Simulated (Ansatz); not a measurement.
`C[SiH2][SiH](O)F` + `[NH2][AlH2]` → `C[SiH2][NH][AlH2]` + `O[SiH2]F`  (cleavage of the Si–Si bond)

Isolated molecules relaxed with PBE0-D4/def2-TZVP in Ansatz; ΔE leaves out vibrations. CCSD(T)/CBS is the MP2 limit (def2-TZVPP, def2-QZVPP) plus CCSD(T) − MP2 in def2-TZVPP, frozen cores. This one scheme is used for every species. Functionals use def2-TZVPP. B3LYP here is the variant with VWN-RPA as its local correlation; programs differ in this. One conformer a species, not always the lowest.

(1) Is it downhill or uphill in electronic energy at CCSD(T)/CBS, and by how much? (Estimate.)

(2) What do these levels give: PBE-D4, PBE0-D4, ωB97M-V, B2PLYP, PBE, PBE0, B3LYP, MP2/def2-TZVPP, SCS-MP2/def2-TZVPP, CCSD/def2-TZVPP, HF/def2-QZVPP, HF/CBS(def2)? (Best estimate.)

Largest T1 diagnostic among the species: 0.012.

## Answers

(1) The calculation gave: Downhill: ΔE = -16.6 kcal/mol.

(2) The calculation gave: PBE-D4 -11.0, PBE0-D4 -12.9, ωB97M-V -16.8, B2PLYP -16.8, PBE -11.1, PBE0 -13.0, B3LYP -15.2, MP2/def2-TZVPP -18.9, SCS-MP2/def2-TZVPP -19.2, CCSD/def2-TZVPP -17.3, HF/def2-QZVPP -20.4, HF/CBS(def2) -20.4 kcal/mol.

From PBE to PBE0 (25 % exact exchange), in def2-TZVPP and without D4, ΔE moves by −1.9 kcal/mol. In def2-TZVPP, CCSD(T) changes the Hartree–Fock value by +3.0 kcal/mol (the triples alone add +0.3 kcal/mol) and MP2 by +1.1 kcal/mol.
